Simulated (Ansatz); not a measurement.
`CC(C)=C=C=C=C=C=C=C=C=C=C(C)C` with charge +1. The state is a doublet with charge 1. Geometry PBE0-D4/def2-SVP; atoms count from 1.

```xyz
27

C    -0.818   -3.613    6.339
C    -1.531   -2.419    5.799
C    -2.605   -1.791    6.625
C    -1.215   -1.920    4.599
C    -0.915   -1.446    3.459
C    -0.608   -0.961    2.299
C    -0.304   -0.482    1.153
C     0.000    0.001    0.000
C     0.305    0.483   -1.152
C     0.608    0.963   -2.298
C     0.915    1.448   -3.458
C     1.215    1.922   -4.599
C     1.531    2.419   -5.798
C     0.465    2.754   -6.788
C     2.957    2.649   -6.176
H    -0.351   -3.352    7.303
H    -0.049   -3.995    5.657
H    -1.547   -4.413    6.550
H    -3.380   -2.544    6.847
H    -2.184   -1.476    7.595
H    -3.070   -0.927    6.135
H    -0.545    2.559   -6.409
H     0.549    3.818   -7.069
H     0.625    2.172   -7.711
H     3.659    2.370   -5.382
H     3.189    2.069   -7.086
H     3.102    3.711   -6.435
```

**Question.** Estimate the Mulliken populations from the PBE0/def2-TZVP orbitals of Ansatz.

**Answer.** 
| atom | charge (e) | spin (α − β) |
| --- | --- | --- |
| C1 | -0.36 | 0.00 |
| C2 | 0.03 | 0.11 |
| C3 | -0.36 | 0.00 |
| C4 | 0.09 | 0.14 |
| C5 | 0.09 | 0.01 |
| C6 | -0.02 | 0.16 |
| C7 | 0.02 | -0.03 |
| C8 | 0.02 | 0.17 |
| C9 | 0.02 | -0.03 |
| C10 | -0.02 | 0.16 |
| C11 | 0.09 | 0.01 |
| C12 | 0.09 | 0.14 |
| C13 | 0.03 | 0.11 |
| C14 | -0.36 | 0.00 |
| C15 | -0.36 | 0.00 |
| H16 | 0.17 | 0.00 |
| H17 | 0.16 | 0.00 |
| H18 | 0.17 | 0.01 |
| H19 | 0.17 | 0.00 |
| H20 | 0.17 | 0.01 |
| H21 | 0.16 | 0.00 |
| H22 | 0.16 | 0.00 |
| H23 | 0.17 | 0.00 |
| H24 | 0.17 | 0.01 |
| H25 | 0.16 | 0.00 |
| H26 | 0.17 | 0.00 |
| H27 | 0.17 | 0.01 |
Mulliken values depend strongly on the basis.

**Question.** Where does the spin sit?

**Answer.** Summed by element: C 0.95, H 0.05, of 1 unpaired in all. Largest on single atoms: C8 0.17, C6 0.16, C10 0.16.

**Question.** And the Mayer bond orders between heavy atoms (over 0.3)?

**Answer.** C1–C2 1.01 (1.49 Å); C2–C3 1.01 (1.49 Å); C2–C4 1.58 (1.34 Å); C4–C5 1.97 (1.27 Å); C5–C6 1.83 (1.29 Å); C6–C7 1.93 (1.28 Å); C7–C8 1.88 (1.29 Å); C8–C9 1.88 (1.29 Å); C9–C10 1.93 (1.28 Å); C10–C11 1.83 (1.29 Å); C11–C12 1.97 (1.27 Å); C12–C13 1.58 (1.34 Å); C13–C14 1.01 (1.49 Å); C13–C15 1.01 (1.49 Å).
